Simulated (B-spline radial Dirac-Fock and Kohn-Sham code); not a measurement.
## Relativistic shifts of the levels of Kr⁵⁺

System: krypton as Kr⁵⁺, configuration 1s2 2s2 2p6 3s2 3p6 3d10 4s2 4p1.

Both columns are ΔSCF binding energies of the configuration average from a radial atomic solver: non-relativistic Hartree-Fock with a point nucleus, and Dirac-Fock with a finite nucleus and the Coulomb interaction alone, averaged over the two j levels with weights 2j+1.

```
shell  Hartree-Fock (eV)  Dirac-Fock (eV)  shift (eV)  shift (%)
   1s            14182.8          14440.8     +257.98      +1.82
   2s             1954.6           2013.6      +58.97      +3.02
   2p             1764.7           1779.2      +14.45      +0.82
   3s              363.8            374.1      +10.34      +2.84
   3p              294.8            297.3       +2.49      +0.85
   3d              172.1            170.3       -1.81      -1.05
   4s              91.12            92.62       +1.49      +1.64
   4p              76.58            76.86       +0.27      +0.36
```

Relativity binds 1s, 2s, 2p, 3s, 3p, 4s, 4p more strongly, among those listed most of all 2s in relative terms, and 3d more weakly, because the contracted s and p shells screen the nucleus better.

Values without a named source are computed, but for edge energies of neutral atoms, which are taken from tables.
